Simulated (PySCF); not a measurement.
# State search for AlTl

Unrestricted PBE0; Al def2-SVPD, Tl def2-SVPD with ECP60; scalar-relativistic core potentials (PySCF 2.14). Outer shells of the fragments: Al 3s2 3p1; Tl 5d10 6s2 6p1.

Followed along the bond (rough minima from three points):

```tsv
2Ms+1	unpaired	⟨S²⟩ at the start	R at minimum (Å)	Te (eV)
3	σ ↑, π ↑	2.01	2.93	0.00
1	σ ↑, π ↓	1.02	2.92	0.14
3	π ↑↑	2.01	2.67	0.16
1	π ↑↓	1.01	2.68	0.33
1	none	0.00	2.71	0.84
```

Solutions found at the starting distance of 2.625 Å, counted from the lowest of them; the search is not exhaustive and high or unbound solutions are not listed, so other states can lie among these:

```json
{"2Ms+1": "3", "unpaired": "π ↑↑", "term": "³Σ⁻", "E (eV)": "0.00", "⟨S²⟩": "2.01", "⟨Lz²⟩": "0.00", "μ (D)": "0.72"}
{"2Ms+1": "3", "unpaired": "σ ↑, π ↑", "term": "³Π", "E (eV)": "0.02", "⟨S²⟩": "2.01", "⟨Lz²⟩": "1.00", "μ (D)": "0.60"}
{"2Ms+1": "1", "unpaired": "σ ↑, π ↓", "term": "mixed", "E (eV)": "0.15", "⟨S²⟩": "1.02", "⟨Lz²⟩": "1.00", "μ (D)": "0.59"}
{"2Ms+1": "1", "unpaired": "π ↑↓", "term": "mixed", "E (eV)": "0.17", "⟨S²⟩": "1.01", "⟨Lz²⟩": "2.02", "μ (D)": "0.73"}
{"2Ms+1": "1", "unpaired": "none", "term": "mixed", "E (eV)": "0.70", "⟨S²⟩": "0.00", "⟨Lz²⟩": "2.00", "μ (D)": "0.54"}
{"2Ms+1": "1", "unpaired": "none", "term": "¹Σ⁺", "E (eV)": "0.91", "⟨S²⟩": "0.00", "⟨Lz²⟩": "0.00", "μ (D)": "0.44"}
{"2Ms+1": "3", "unpaired": "π ↑↑", "term": "mixed", "E (eV)": "1.92", "⟨S²⟩": "2.01", "⟨Lz²⟩": "2.01", "μ (D)": "-0.16"}
{"2Ms+1": "3", "unpaired": "σ ↑↑, π ↑↓", "term": "mixed", "E (eV)": "3.03", "⟨S²⟩": "3.01", "⟨Lz²⟩": "2.01", "μ (D)": "0.38"}
{"2Ms+1": "3", "unpaired": "σ ↑↑", "term": "mixed", "E (eV)": "3.50", "⟨S²⟩": "2.18", "⟨Lz²⟩": "2.00", "μ (D)": "0.02"}
{"2Ms+1": "3", "unpaired": "σ ↑↑", "term": "³Σ⁺", "E (eV)": "3.60", "⟨S²⟩": "2.01", "⟨Lz²⟩": "0.00", "μ (D)": "-2.55"}
```

A term symbol is given only where ⟨S²⟩ and ⟨Lz²⟩ are close to those of a pure state; real π, δ and φ orbitals otherwise mix terms. A positive dipole means Al(−)Tl(+).

These are scalar-relativistic numbers at best; spin–orbit coupling would shift them, the dissociation energy most.
